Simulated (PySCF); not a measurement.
ethylmethylamine (C$_{3}$H$_{9}$N), singlet, geometry from GFN2-xTB; PySCF with CAMB3LYP/6-31G.

The PySCF input:
```python
from pyscf import gto, scf, dft

mol = gto.Mole()
mol.atom = '''
    C    -1.874005   -0.074415    0.259266
    C    -0.479674   -0.523144   -0.153579
    N     0.484968    0.532568    0.091661
    C     1.838812    0.155772   -0.251606
    H    -2.129173    0.850176   -0.251081
    H    -2.606847   -0.834892    0.002449
    H    -1.917267    0.100445    1.332520
    H    -0.218663   -1.459618    0.374707
    H    -0.462663   -0.735245   -1.227576
    H     0.443269    0.803098    1.070759
    H     2.508141    0.981452   -0.016887
    H     1.885845   -0.036069   -1.324249
    H     2.191792   -0.746607    0.273242
'''
mol.basis = '6-31g'
mol.charge = 0
mol.spin = 0
mol.verbose = 5
mol.build()

mf = dft.RKS(mol)
mf.xc = 'camb3lyp'
mf.kernel()
```

Question: What does PySCF print? Leave out banner, timings and long lists.

Answer: 
```
PySCF version 2.14.0

[INPUT] verbose = 5
[INPUT] max_memory = 4000
[INPUT] num. atoms = 13
[INPUT] num. electrons = 34
[INPUT] charge = 0
[INPUT] spin (= nelec alpha-beta = 2S) = 0
[INPUT] symmetry False subgroup None
[INPUT] Mole.unit = angstrom
[INPUT] Symbol           X                Y                Z      unit          X                Y                Z       unit  Magmom
[...]
[INPUT] ---------------- BASIS SET ----------------
[INPUT] l, kappa, [nprim/nctr], expnt,             c_1 c_2 ...
[INPUT] C
[...]
                                457.36951         0.0140373
                                103.94869         0.0688426
                                29.210155         0.2321844
                                9.286663          0.4679413
                                3.163927          0.362312
[...]
                                1.8812885         -0.1608542
                                0.5442493         1.1434564
[...]
                                1.8812885         0.316424
                                0.5442493         0.7443083
[...]
[INPUT] N
[...]
                                627.4579          0.013995
                                142.9021          0.068587
                                40.23433          0.232241
                                12.82021          0.46907
                                4.390437          0.360455
[...]
                                2.71628           -0.169118
                                0.772218          1.145852
[...]
                                2.71628           0.323907
                                0.772218          0.740895
[...]
[INPUT] H
[...]
                                2.8253937         0.23472695
                                0.6401217         0.81375733
[...]
nuclear repulsion = 133.656485460493
number of shells = 38
number of NR pGTOs = 124
number of NR cGTOs = 54
basis = 6-31g
ecp = {}

******** <class 'pyscf.dft.rks.RKS'> ********
method = RKS
initial guess = minao
damping factor = 0
level_shift factor = 0
DIIS = <class 'pyscf.scf.diis.CDIIS'>
diis_start_cycle = 1
diis_space = 8
diis_damp = 0
SCF conv_tol = 1e-09
SCF conv_tol_grad = None
SCF max_cycles = 50
direct_scf = True
direct_scf_tol = 1e-13
XC library pyscf.dft.libxc version 7.1.2
    S. Lehtola, C. Steigemann, M. J. T. Oliveira, and M. A. L. Marques,  SoftwareX 7, 1–5 (2018)
XC functionals = camb3lyp
    T. Yanai, D. P. Tew, and N. C. Handy,  Chem. Phys. Lett. 393, 51 (2004)
radial grids:
    Treutler-Ahlrichs [JCP 102, 346 (1995); DOI:10.1063/1.469408] (M4) radial grids

becke partition: Becke, JCP 88, 2547 (1988); DOI:10.1063/1.454033
pruning grids: <function nwchem_prune>
grids dens level: 3
symmetrized grids: False
atomic radii adjust function: <function treutler_atomic_radii_adjust>
small_rho_cutoff = 0
Set gradient conv threshold to 3.16228e-05
Initial guess from minao.
atom C rad-grids = 75, ang-grids = [ 50  50  50  50  50  50  50  50  50  50  50  50  50  50  50  50  50  50
  50  50  50  50  86  86  86  86  86  86  86  86  86  86 266 266 266 266
 266 266 302 302 302 302 302 302 302 302 302 302 302 302 302 302 302 302
 302 302 302 302 266 266 266 266 266 266 266 266 266 266 266 266 266 266
 266 266 266]
atom N rad-grids = 75, ang-grids = [ 50  50  50  50  50  50  50  50  50  50  50  50  50  50  50  50  50  50
  50  50  50  50  50  86  86  86  86  86  86  86  86  86  86 266 266 266
 266 266 266 266 302 302 302 302 302 302 302 302 302 302 302 302 302 302
 302 302 302 302 302 302 266 266 266 266 266 266 266 266 266 266 266 266
 266 266 266]
atom H rad-grids = 50, ang-grids = [ 50  50  50  50  50  50  50  50  50  50  50  50  50  50  50  86  86  86
  86 266 266 266 266 266 302 302 302 302 302 302 302 302 302 302 302 302
 302 266 266 266 266 266 266 266 266 266 266 266 266 266]
tot_boxes 2873, boxes in each direction [15 11 11]
Padding 0 grids
tot grids = 144528
nelec by numeric integration = 33.98484383354955
[...]
cycle= 6 E= -174.319483622369  delta_E= -7.25e-07  |g|= 0.000321  |ddm|= 0.00418
[...]
  mo_energy =
[-14.37661658 -10.26906994 -10.26232037 -10.23463152  -0.98842298
  -0.82801023  -0.73374923  -0.67932619  -0.55277145  -0.51922561
  -0.51180443  -0.47910807  -0.44505237  -0.41869342  -0.40852543
  -0.4052945   -0.26678179   0.13648823   0.1733359    0.17869648
   0.20964812   0.21774827   0.22580725   0.23820211   0.24543518
   0.25509435   0.28782294   0.30742774   0.32936055   0.5895094
   0.60212664   0.63174157   0.66051667   0.66692065   0.70068517
   0.72924354   0.76848902   0.85257121   0.86656128   0.91607757
   0.95036977   0.98722587   1.00500976   1.02974642   1.03780971
   1.05434133   1.06278492   1.06464211   1.10965516   1.17991102
   1.22171961   1.4626169    1.54704949   1.80726787]
nelec by numeric integration = 34.00005255021852
E1 = -498.2645449836509  E2 = 190.28857584888078  Ecoul = 216.77562460262445  Exc = -26.487048753743654
cycle= 7 E= -174.319483674278  delta_E= -5.19e-08  |g|= 0.000149  |ddm|= 0.00111
[...]
  mo_energy =
[-14.37659224 -10.26907783 -10.26221376 -10.23468164  -0.98839754
  -0.82801144  -0.73372962  -0.67932288  -0.55276011  -0.5192151
  -0.51179553  -0.47909134  -0.44504239  -0.41869205  -0.40852584
  -0.40529494  -0.26677166   0.13649695   0.17333955   0.17869967
   0.20965458   0.21774897   0.22581698   0.23820808   0.24544072
   0.25509066   0.28783647   0.30742471   0.32937029   0.58951452
   0.60214167   0.63173877   0.66051805   0.66693735   0.70069331
   0.72924578   0.76848915   0.85258107   0.86657401   0.91608817
   0.95038074   0.98723001   1.00500812   1.02974597   1.03782539
   1.05434337   1.06279151   1.06464565   1.10965651   1.17992403
   1.22172432   1.46262384   1.54705171   1.80728346]
nelec by numeric integration = 34.00005254760481
E1 = -498.2643049172716  E2 = 190.28833577302905  Ecoul = 216.77535987467778  Exc = -26.48702410164872
cycle= 8 E= -174.31948368375  delta_E= -9.47e-09  |g|= 3.1e-05  |ddm|= 0.000409
[...]
  mo_energy =
[-14.37659144 -10.26907363 -10.26222931 -10.23467512  -0.98839629
  -0.82801039  -0.73373095  -0.67932109  -0.55276055  -0.51921473
  -0.51179568  -0.4790932   -0.44504216  -0.41869036  -0.40852413
  -0.40529334  -0.26677419   0.13649609   0.17333915   0.17870138
   0.20965354   0.21774963   0.22581607   0.23820741   0.24544139
   0.25509294   0.28783665   0.30742666   0.32937058   0.58951534
   0.60214016   0.63173935   0.6605198    0.66693578   0.70069342
   0.72924662   0.76849046   0.85258127   0.86657252   0.91608888
   0.95038017   0.98722977   1.00500898   1.02974709   1.03782356
   1.0543446    1.06279073   1.0646471    1.10965767   1.17992377
   1.22172446   1.46262398   1.54705354   1.8072839 ]
nelec by numeric integration = 34.00005254670712
E1 = -498.2643183201168  E2 = 190.28834917514172  Ecoul = 216.77537369763147  Exc = -26.487024522489747
cycle= 9 E= -174.319483684482  delta_E= -7.33e-10  |g|= 3.63e-06  |ddm|= 0.000171
[...]
  mo_energy =
[-14.37659124 -10.26907628 -10.2622285  -10.2346751   -0.98839652
  -0.82801076  -0.73373097  -0.67932172  -0.55276082  -0.51921504
  -0.51179577  -0.47909318  -0.44504218  -0.41869066  -0.40852445
  -0.40529369  -0.26677446   0.13649596   0.17333911   0.17870098
   0.20965339   0.21774962   0.2258161    0.23820721   0.24544135
   0.25509261   0.2878366    0.30742622   0.32937024   0.58951504
   0.60214021   0.63173929   0.66051914   0.66693575   0.70069327
   0.72924639   0.76849      0.8525809    0.86657245   0.91608841
   0.95037996   0.9872299    1.0050089    1.02974703   1.03782345
   1.05434438   1.06279069   1.06464693   1.10965741   1.17992364
   1.22172427   1.4626238    1.54705318   1.80728376]
nelec by numeric integration = 34.00005254660591
E1 = -498.2643249751326  E2 = 190.28835583014666  Ecoul = 216.77538075340036  Exc = -26.487024923253685
Extra cycle  E= -174.319483684493  delta_E= -1.09e-11  |g|= 1.95e-06  |ddm|= 1.64e-05
converged SCF energy = -174.319483684493
```
